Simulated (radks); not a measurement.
The numbers below are computed, except where a source is named.
Question: The platinum ion Pt55+, [Ar] 3d5. Level of theory: non-relativistic Kohn-Sham, exchange-only B88, spin-polarised, spherical densities, point nucleus (a radial shooting solver on a logarithmic mesh with Libxc functionals). Every spin shell is full or empty, so the densities are truly spherical. Functionals are evaluated on that one density, not self-consistently. Rank these exchange functionals by their error against the exact value of the orbitals, and give that value: LDA, PBEsol, revPBE, PW86, AM05, SOGGA, B86b, G96, APBE, SCAN, r2SCAN, MS2, Tao-Mo, MVS.

Answer: Exact: -203.464 hartree. From best to worst, with 100 (|E| - |E exact|)/|E exact| (equal figures are ties): SCAN +0.11, MVS -0.12, B86b -0.12, r2SCAN -0.16, APBE +0.22, PW86 -0.23, G96 +0.27, revPBE -0.34, MS2 -0.60, Tao-Mo -0.83, PBEsol -2.68, SOGGA -2.72, AM05 -5.19, LDA -5.79.
